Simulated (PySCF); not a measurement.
Vibration and rotation of TeS

ROHF-CCSD(T) constants of TeS, ³Σ⁻ (triplet), unpaired electrons π ↑↑ (basis Te def2-TZVPP with ECP28, S def2-TZVPP; scalar-relativistic core potentials; PySCF 2.14; masses 129.9062 and 31.9721 u):

```
ωe              : 477.1 cm⁻¹
ωexe            : 1.46 cm⁻¹
Be              : 0.13136 cm⁻¹
αe              : 0.000496 cm⁻¹
D (centrifugal) : 3.98e-08 cm⁻¹
De to Te + S    : 3.32 eV
```

Give the vibrational terms G(v) and spacings up to v = 3.

G(v) = ωe(v+½) − ωexe(v+½)².

| v | G(v) (cm⁻¹) | G(v) − G(v−1) | Bv (cm⁻¹) |
| --- | --- | --- | --- |
| 0 | 238 |  | 0.1311 |
| 1 | 712 | 474 | 0.1306 |
| 2 | 1184 | 471 | 0.1301 |
| 3 | 1652 | 468 | 0.1296 |

How well does the Morse estimate ωe²/(4ωexe) reproduce De, and what is D0?

It gives 4.83 eV, 146 % of the computed De. D0 = De − G(0) = 3.32 − 0.03 = 3.29 eV.

Correlated steps freeze 9 core orbitals. These are scalar-relativistic numbers at best; spin–orbit coupling would shift them, the dissociation energy most. The state is the lowest determinant that a PBE0 search found; another state may lie lower at other levels.
